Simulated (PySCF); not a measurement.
# Correlation energy of Te (tellurium, neutral)

[Kr] 4d10 5s2 5p3 6s1, high-spin 5S determinant (an excited configuration). Computed with PySCF 2.14 in aug-cc-pVTZ-PP with one added diffuse shell each of d, f type with ECP28MDF (6s5p5d3f, 67 functions), with a scalar-relativistic core potential. Frozen: 4s2 4p6 4d10; 6 electrons correlated.

```json
{"level": "CCSD", "correlation energy (mhartree)": "-88.23"}
{"level": "(T)", "correlation energy (mhartree)": "-3.41"}
{"level": "CCSD(T)", "correlation energy (mhartree)": "-91.64"}
```

Diagnostics: T1 = 0.011, D1 = 0.0384, largest double amplitude 0.035.

Problem. Is a single reference adequate?

Solution. Yes, within this model without spin-orbit coupling: T1 lies below 0.03 and no double amplitude reaches 0.07.
